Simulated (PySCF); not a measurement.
CrO2, SMILES [O]=[Cr]=[O] (connectivity only; charge and spin as stated), neutral, multiplicity 3.

Geometry: PBE0-D3(BJ)/def2-TZVP. The multiplicity is an assumed one; other spin states were not compared.

Level of theory: TDA-PBE/def2-TZVPD run with PySCF.

Vertical excitations. Isolated molecule, no solvent.

```
state    energy (eV)  λ (nm)      f                            main pairs
-------  -----------  ------  -----  ------------------------------------
root 1          0.85    1455  0.004                   α HOMO−1→LUMO 100 %
root 2          0.89    1392  0.000                     α HOMO→LUMO 100 %
root 3          2.11     587  0.003                    α HOMO−2→LUMO 85 %
root 4          2.26     548  0.000                    α HOMO→LUMO+1 97 %
root 5          2.37     522  0.002                  α HOMO−1→LUMO+1 81 %
root 6          3.16     393  0.000                    α HOMO−3→LUMO 94 %
root 7          3.19     389  0.001                    α HOMO−4→LUMO 92 %
root 8          3.21     387  0.000                  α HOMO−1→LUMO+2 96 %
root 9          3.22     385  0.001  α HOMO→LUMO+2 34 %, β HOMO→LUMO 61 %
root 10         3.48     357  0.001                  α HOMO−2→LUMO+1 89 %
```
Unrestricted roots are not spin-pure.
